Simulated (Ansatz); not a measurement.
`C[Si]Br` + H₂O → `C[Si]O` + HBr at 700 K and 1 bar (formal hydrolysis of the Si–Br bond).

Program: Ansatz. Geometries: PBE0-D4/def2-TZVP. ΔE: electronic, gas phase. CCSD(T)/CBS adds triple-zeta CCSD(T) − MP2 to the extrapolated MP2 energy (def2 sets, frozen cores). This one scheme is used for every species. For Br outer-core shells are correlated without core-valence functions, which leaves a few kJ/mol of doubt a bond. Scalar relativity is left out up to krypton. One conformer a species, not always the lowest.

```json
{"species": "`C[Si]Br`", "CCSD(T)/CBS energy (Eh)": "-2902.25975", "H − E (kJ/mol)": "144.5", "S (J/(mol·K))": "378.9"}
{"species": "H₂O", "CCSD(T)/CBS energy (Eh)": "-76.37941", "H − E (kJ/mol)": "80.5", "S (J/(mol·K))": "218.4"}
{"species": "`C[Si]O`", "CCSD(T)/CBS energy (Eh)": "-404.71755", "H − E (kJ/mol)": "182.1", "S (J/(mol·K))": "367.0"}
{"species": "HBr", "CCSD(T)/CBS energy (Eh)": "-2573.91920", "H − E (kJ/mol)": "36.5", "S (J/(mol·K))": "223.7"}
```

H − E and S are ideal-gas, rigid-rotor, harmonic terms from PBE0-D4/def2-TZVP, for one conformer and one mirror image of each species. 1 Eh = 2625.50 kJ/mol, R = 8.31446 J/(mol·K).

Q: By hand: ΔE, ΔH, ΔS and ΔG.

A: ΔE = (-404.71755) + (-2573.91920) − (-2902.25975) − (-76.37941) = 0.00241 Eh = 6.3 kJ/mol. Δ(H − E) = 182.1 + 36.5 − 144.5 − 80.5 = -6.4, so ΔH = -0.1 kJ/mol. ΔS = 367.0 + 223.7 − 378.9 − 218.4 = -6.6 J/(mol·K). ΔG = -0.1 − 700 × (-6.6)/1000 = 4.5 kJ/mol.

Q: By hand: the equilibrium constant, and the temperature at which ΔG would vanish if ΔH and ΔS stayed fixed.

A: log₁₀ K = −ΔG/(RT ln 10) = -0.3. ΔG = 0 at ΔH/ΔS = 15 K, though so small a ΔH makes that figure unsure.

TΔS isn't small against ΔH here. The sign of ΔG lies within the doubt. A doubt of 5 kJ/mol in ΔE shifts log₁₀ K by 0.4 here. Other conformers and mirror images would add mixing entropy, several J/(mol·K) or more a flexible species. These are equilibria of isolated gas molecules and say nothing of rates. Largest T1 diagnostic: 0.014 (customary marks: 0.02 for closed shells, 0.045 for open ones).
